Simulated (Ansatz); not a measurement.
Reaction R1 + R2 → 2 P1, each structure at its B3LYP-D3(BJ)/def2-TZVP stationary point, reached from a drawn start (curvature not checked).
R1, Cl2 (SMILES ClCl) (charge 0, multiplicity 1, Z-matrix in Å and degrees):
```
Cl
Cl 1 2.0134
```
R2: I2 (SMILES II), charge 0, multiplicity 1.
P1, ClI (SMILES ClI) (charge 0, multiplicity 1, Z-matrix in Å and degrees):
```
I
Cl 1 2.3447
```

P less R. No zero-point or thermal terms; no spin–orbit coupling.

Cores are frozen in the correlated methods. In cc and def2 sets filled d and f shells under p-block atoms count as core.

The values were computed with Ansatz (Gaussian orbitals). All values are computed, each at the level named. Elements past Kr take the def2 small-core potentials, without spin–orbit coupling.

Problem. Estimate the reaction energy that CCSD/def2-SVP returns for this input.

Solution. -3.9 kcal/mol

Problem. Predict the reaction energy from CCSD(T)/def2-QZVPP.

Solution. -5.9 kcal/mol

Problem. What is the computed reaction energy (SCS-MP2/def2-QZVPP)?

Solution. -6.5 kcal/mol

Ansatz is a quantum-chemistry and plane-wave program.
